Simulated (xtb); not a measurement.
Species: H3In, SMILES `[InH3]` (charge 0, multiplicity 1).

Give a relaxed geometry from GFN2-xTB in xtb.

the end point of this relaxation (outside a Z-matrix the atoms follow the SMILES, hydrogens last).
Cartesian coordinates (Å) in one orientation:
```xyz
4

In     0.000     0.000     0.000
H     -1.459    -0.908     0.000
H     -0.057     1.718    -0.017
H      1.516    -0.809     0.016
```
